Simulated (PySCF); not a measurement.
C$_{6}$H$_{15}$Ga, charge +1, doublet, at a GFN2-xTB geometry (such geometries of metal compounds can be far from the true shape) (a state made from the parent by changing its charge; the spin is typed, not shown lowest); PySCF with DF-HF/3-21G.

The PySCF input:
```python
from pyscf import gto, scf

mol = gto.Mole()
mol.atom = '''
    Ga   -0.01776811   -0.12910871    0.05102936
    C     2.08034213   -0.13376348   -0.51954619
    C     2.46333240    1.26517856   -0.92165730
    H     2.15448290   -0.85352580   -1.33851908
    H     2.61934808   -0.49468439    0.36005066
    H     2.35491546    1.97272770   -0.09746306
    H     1.88938613    1.61754034   -1.78065627
    H     3.51872213    1.27018140   -1.21447921
    C    -0.15468909   -2.21293612    0.73700398
    C    -1.59709785   -2.42652791    1.09228983
    H     0.52457734   -2.28383461    1.58833241
    H     0.19301385   -2.82413658   -0.09767298
    H    -2.25416334   -2.31952597    0.22653934
    H    -1.92948989   -1.75352312    1.88633786
    H    -1.72100965   -3.44906895    1.46655045
    C    -1.56092428    1.26326896    0.03954732
    C    -1.13255674    2.59253516   -0.58182332
    H    -1.88833077    1.40684393    1.07577678
    H    -2.39680456    0.82464479   -0.51801238
    H    -0.82311852    2.46471342   -1.62043974
    H    -0.31181653    3.04713289   -0.02471433
    H    -1.96934080    3.29035432   -0.56842691
'''
mol.basis = '3-21g'
mol.charge = 1
mol.spin = 1
mol.verbose = 4
mol.build()

mf = scf.UHF(mol)
mf = mf.density_fit(auxbasis='def2-universal-jkfit')
mf.kernel()
mf.analyze()
```

It wrote (shortened):

```
PySCF version 2.14.0

[INPUT] verbose = 4
[INPUT] num. atoms = 22
[INPUT] num. electrons = 81
[INPUT] charge = 1
[INPUT] spin (= nelec alpha-beta = 2S) = 1
[INPUT] symmetry False subgroup None
[INPUT] Mole.unit = angstrom
[INPUT] Symbol           X                Y                Z      unit          X                Y                Z       unit  Magmom
[...]
nuclear repulsion = 529.701769972218
number of shells = 70
number of NR pGTOs = 189
number of NR cGTOs = 106
basis = 3-21g
ecp = {}

******** <class 'pyscf.df.df_jk.DFUHF'> ********
method = DFUHF
initial guess = minao
damping factor = 0
level_shift factor = 0
DIIS = <class 'pyscf.scf.diis.CDIIS'>
diis_start_cycle = 1
diis_space = 8
diis_damp = 0
SCF conv_tol = 1e-09
SCF conv_tol_grad = None
SCF max_cycles = 50
direct_scf = False
number electrons alpha = 41  beta = 40
Set gradient conv threshold to 3.16228e-05
******** <class 'pyscf.df.df.DF'> ********
auxbasis = def2-universal-jkfit
init E= -2147.19176792771

cycle= 1 E= -2148.12781385417  delta_E= -0.936  |g|=  0.3  |ddm|= 2.66
cycle= 2 E= -2148.20559567665  delta_E= -0.0778  |g|= 0.108  |ddm|= 0.494
cycle= 3 E= -2148.21516044904  delta_E= -0.00956  |g|= 0.0415  |ddm|= 0.151
cycle= 4 E= -2148.21768651715  delta_E= -0.00253  |g|= 0.0177  |ddm|= 0.0833
cycle= 5 E= -2148.21867203238  delta_E= -0.000986  |g|= 0.00872  |ddm|= 0.0672
cycle= 6 E= -2148.21892055716  delta_E= -0.000249  |g|= 0.00467  |ddm|= 0.0364
cycle= 7 E= -2148.2189911749  delta_E= -7.06e-05  |g|= 0.00208  |ddm|= 0.0219
cycle= 8 E= -2148.21900786424  delta_E= -1.67e-05  |g|= 0.000977  |ddm|= 0.0108
cycle= 9 E= -2148.21901151858  delta_E= -3.65e-06  |g|= 0.000412  |ddm|= 0.00557
cycle= 10 E= -2148.2190120118  delta_E= -4.93e-07  |g|= 0.000209  |ddm|= 0.00173
cycle= 11 E= -2148.21901213786  delta_E= -1.26e-07  |g|= 8.49e-05  |ddm|= 0.000966
cycle= 12 E= -2148.2190121579  delta_E= -2e-08  |g|= 4.23e-05  |ddm|= 0.000328
cycle= 13 E= -2148.21901216538  delta_E= -7.48e-09  |g|= 2.72e-05  |ddm|= 0.00019
cycle= 14 E= -2148.21901216866  delta_E= -3.28e-09  |g|= 1.86e-05  |ddm|= 0.000112
cycle= 15 E= -2148.21901217132  delta_E= -2.66e-09  |g|= 1.37e-05  |ddm|= 0.000117
cycle= 16 E= -2148.21901217328  delta_E= -1.96e-09  |g|= 7.79e-06  |ddm|= 0.000138
cycle= 17 E= -2148.21901217389  delta_E= -6.03e-10  |g|= 4.47e-06  |ddm|= 8.39e-05
Extra cycle  E= -2148.21901217393  delta_E= -4.18e-11  |g|= 3.37e-06  |ddm|= 9.86e-06
converged SCF energy = -2148.21901217393  <S^2> = 0.84707501  2S+1 = 2.094827
**** SCF Summaries ****
Total Energy =                       -2148.219012173929514
Nuclear Repulsion Energy =             529.701769972218017
One-electron Energy =                -4028.773310059904361
Two-electron Energy =                 1350.852527913756830
Two-electron Coulomb Energy =         1460.363650455731886
DFT Exchange-Correlation Energy =     -109.511122541975055
**** MO energy ****
                             alpha | beta                alpha | beta
[...]
To work with the spin densities directly, `use mulliken_meta_spin()` only printing them here.

 ** Mulliken spin pop alpha/beta on meta-lowdin orthogonal AOs **
 ** Mulliken Spin Density (per AO)  **
spin_pop of  0 Ga 1s       -0.00000
spin_pop of  0 Ga 2s       -0.00001
spin_pop of  0 Ga 3s       -0.00042
spin_pop of  0 Ga 4s       -0.10731
spin_pop of  0 Ga 5s        0.00009
spin_pop of  0 Ga 2px       0.00000
spin_pop of  0 Ga 2py       0.00000
spin_pop of  0 Ga 2pz       0.00000
spin_pop of  0 Ga 3px       0.00000
spin_pop of  0 Ga 3py       0.00001
spin_pop of  0 Ga 3pz       0.00000
spin_pop of  0 Ga 4px       0.01498
spin_pop of  0 Ga 4py       0.05955
spin_pop of  0 Ga 4pz       0.02105
spin_pop of  0 Ga 5px       0.00098
spin_pop of  0 Ga 5py       0.00128
spin_pop of  0 Ga 5pz       0.00043
spin_pop of  0 Ga 3dxy     -0.00014
spin_pop of  0 Ga 3dyz      0.00018
spin_pop of  0 Ga 3dz^2    -0.00012
spin_pop of  0 Ga 3dxz      0.00012
spin_pop of  0 Ga 3dx2-y2    0.00164
spin_pop of  1 C 1s       -0.00001
spin_pop of  1 C 2s        0.04542
spin_pop of  1 C 3s        0.00067
spin_pop of  1 C 2px       0.36430
spin_pop of  1 C 2py       0.01737
spin_pop of  1 C 2pz       0.05024
spin_pop of  1 C 3px       0.00129
spin_pop of  1 C 3py       0.00013
spin_pop of  1 C 3pz       0.00003
spin_pop of  2 C 1s        0.00000
spin_pop of  2 C 2s       -0.00452
spin_pop of  2 C 3s        0.00004
spin_pop of  2 C 2px      -0.00341
spin_pop of  2 C 2py      -0.01002
spin_pop of  2 C 2pz      -0.00174
spin_pop of  2 C 3px       0.00029
spin_pop of  2 C 3py       0.00018
spin_pop of  2 C 3pz       0.00010
spin_pop of  3 H 1s       -0.02074
spin_pop of  3 H 2s        0.00016
spin_pop of  4 H 1s       -0.02205
spin_pop of  4 H 2s        0.00015
spin_pop of  5 H 1s        0.00493
spin_pop of  5 H 2s        0.00010
spin_pop of  6 H 1s        0.00488
spin_pop of  6 H 2s        0.00010
spin_pop of  7 H 1s        0.03626
spin_pop of  7 H 2s        0.00021
spin_pop of  8 C 1s       -0.00001
spin_pop of  8 C 2s        0.05653
spin_pop of  8 C 3s        0.00087
spin_pop of  8 C 2px       0.02828
spin_pop of  8 C 2py       0.49279
spin_pop of  8 C 2pz       0.08433
spin_pop of  8 C 3px       0.00005
spin_pop of  8 C 3py       0.00168
spin_pop of  8 C 3pz       0.00010
spin_pop of  9 C 1s        0.00000
spin_pop of  9 C 2s       -0.00688
spin_pop of  9 C 3s        0.00007
spin_pop of  9 C 2px      -0.01436
spin_pop of  9 C 2py      -0.00647
spin_pop of  9 C 2pz      -0.00315
spin_pop of  9 C 3px       0.00031
spin_pop of  9 C 3py       0.00037
spin_pop of  9 C 3pz       0.00016
spin_pop of  10 H 1s       -0.02546
spin_pop of  10 H 2s        0.00031
spin_pop of  11 H 1s       -0.02667
spin_pop of  11 H 2s        0.00029
spin_pop of  12 H 1s        0.00733
spin_pop of  12 H 2s        0.00013
spin_pop of  13 H 1s        0.00828
spin_pop of  13 H 2s        0.00015
spin_pop of  14 H 1s        0.05222
spin_pop of  14 H 2s        0.00036
spin_pop of  15 C 1s        0.00000
spin_pop of  15 C 2s       -0.01754
spin_pop of  15 C 3s       -0.00017
spin_pop of  15 C 2px      -0.05804
spin_pop of  15 C 2py      -0.04144
spin_pop of  15 C 2pz      -0.00645
spin_pop of  15 C 3px      -0.00008
spin_pop of  15 C 3py       0.00006
spin_pop of  15 C 3pz       0.00002
spin_pop of  16 C 1s       -0.00000
spin_pop of  16 C 2s        0.00200
spin_pop of  16 C 3s       -0.00000
spin_pop of  16 C 2px       0.00233
spin_pop of  16 C 2py       0.00481
spin_pop of  16 C 2pz       0.00163
spin_pop of  16 C 3px      -0.00000
spin_pop of  16 C 3py      -0.00004
spin_pop of  16 C 3pz      -0.00002
spin_pop of  17 H 1s        0.00509
spin_pop of  17 H 2s       -0.00009
spin_pop of  18 H 1s        0.00523
spin_pop of  18 H 2s       -0.00007
spin_pop of  19 H 1s       -0.00121
spin_pop of  19 H 2s        0.00005
spin_pop of  20 H 1s       -0.00119
spin_pop of  20 H 2s        0.00006
spin_pop of  21 H 1s       -0.00323
spin_pop of  21 H 2s       -0.00001
 ** Mulliken Spin Density (per atom)  **
spin density of  0 Ga =     -0.00769
spin density of  1 C =      0.47944
spin density of  2 C =     -0.01907
spin density of  3 H =     -0.02058
spin density of  4 H =     -0.02191
spin density of  5 H =      0.00503
spin density of  6 H =      0.00498
spin density of  7 H =      0.03646
spin density of  8 C =      0.66463
spin density of  9 C =     -0.02995
spin density of  10 H =     -0.02516
spin density of  11 H =     -0.02638
spin density of  12 H =      0.00746
spin density of  13 H =      0.00843
spin density of  14 H =      0.05258
spin density of  15 C =     -0.12363
spin density of  16 C =      0.01071
spin density of  17 H =      0.00501
spin density of  18 H =      0.00516
spin density of  19 H =     -0.00116
spin density of  20 H =     -0.00113
spin density of  21 H =     -0.00324
 ** Mulliken pop alpha/beta on meta-lowdin orthogonal AOs **
 ** Mulliken pop       alpha | beta **
In total            41.00000 | 40.00000
 ** Mulliken atomic charges   ( Nelec_alpha | Nelec_beta ) **
charge of  0Ga =      0.81160  (    15.09036     15.09804 )
charge of  1C =     -0.25236  (     3.36590      2.88646 )
charge of  2C =     -0.26228  (     3.12161      3.14068 )
charge of  3H =      0.12822  (     0.42560      0.44618 )
charge of  4H =      0.12756  (     0.42527      0.44717 )
charge of  5H =      0.10580  (     0.44961      0.44459 )
charge of  6H =      0.10696  (     0.44901      0.44403 )
charge of  7H =      0.13548  (     0.45049      0.41403 )
charge of  8C =     -0.21031  (     3.43747      2.77284 )
charge of  9C =     -0.26691  (     3.11848      3.14843 )
charge of  10H =      0.13938  (     0.41773      0.44289 )
charge of  11H =      0.13946  (     0.41708      0.44346 )
charge of  12H =      0.11364  (     0.44691      0.43945 )
charge of  13H =      0.11380  (     0.44731      0.43888 )
charge of  14H =      0.14679  (     0.45290      0.40031 )
charge of  15C =     -0.35734  (     3.11685      3.24049 )
charge of  16C =     -0.25238  (     3.13154      3.12083 )
charge of  17H =      0.11580  (     0.44460      0.43960 )
charge of  18H =      0.11546  (     0.44485      0.43969 )
charge of  19H =      0.09079  (     0.45402      0.45519 )
charge of  20H =      0.09175  (     0.45356      0.45469 )
charge of  21H =      0.11907  (     0.43885      0.44208 )

WARN: System has nonzero charge 1; the dipole moment is origin-dependent.
Location of origin: [0. 0. 0.]

Dipole moment(X, Y, Z, Debye):  0.73225, -2.41523,  0.57102
```
